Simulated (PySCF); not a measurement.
# Working out the ionisation energy of Se(16+)

Se(16+) [Ar] (1S) → Se(17+) [Ne] 3s2 3p5 (2P). Computed with PySCF 2.14 in an even-tempered Gaussian basis (17 s from 1.4 bohr⁻², ratio 2.5; 11 p from 1.8 bohr⁻², ratio 2.5; 5 d from 10 bohr⁻², ratio 2.7; 4 f from 16 bohr⁻², ratio 2.7), with no relativity, point nucleus. Frozen: 1s2; the 18 highest virtual orbitals dropped. Energies in hartree (1 hartree = 27.21139 eV):

```json
{"part": "UHF", "Se(16+) (lower)": "-2271.122327", "Se(17+) (upper)": "-2247.270421"}
{"part": "CCSD correlation", "Se(16+) (lower)": "-0.611515", "Se(17+) (upper)": "-0.582302"}
{"part": "(T)", "Se(16+) (lower)": "-0.002736", "Se(17+) (upper)": "-0.002725"}
```

What does Hartree-Fock give?

(-2247.270421) − (-2271.122327) = 23.851906 hartree = 649.043 eV.

What do CCSD and CCSD(T) give?

The CCSD correlation energies differ by 0.029213 hartree = 0.795 eV and the triples by 0.000011 hartree = 0.000 eV, so CCSD gives 649.838 eV and CCSD(T) 649.838 eV.

Reference: 650.5 ± 2.1 eV (semi-empirical (NIST evaluation); NIST Atomic Spectra Database, ionization energies), between the lowest levels; spin-orbit coupling is absent from the calculation.

The calculation is non-relativistic.

What remains against the reference includes basis incompleteness, the frozen core and higher excitations.
